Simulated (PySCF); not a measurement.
BeHISe. Atoms are numbered in the order given.

```xyz
4

Be    -0.0053    -0.4777     0.0000
I      0.0002     1.6930     0.0000
Se    -0.0418    -2.5088     0.0000
H      1.4289    -2.5164     0.0000
```
Charge 0, spin multiplicity 1.

Coordinates come from a r2SCAN-D4/def2-TZVP optimisation. The def2 effective core potentials stand for the cores of I; spin–orbit coupling is left out. Other conformers were not sampled.

Method: PBE0/def2-TZVPD (PySCF).

Mulliken values depend strongly on the basis, most of all with diffuse functions as here. ESP charges are fitted to the potential on shells at 1.4 to 2.0 van der Waals radii. Atomic charges (e):

```csv
atom,ESP fit,Mulliken
Be1,[?],-0.03
I2,[?],-0.01
Se3,[?],-0.15
H4,[?],0.19
```

Q: Complete the blanks. (An estimate is asked for; the answer gives what the named calculation found.)

A: 
- Be1, ESP fit: 0.27
- I2, ESP fit: -0.15
- Se3, ESP fit: -0.24
- H4, ESP fit: 0.11
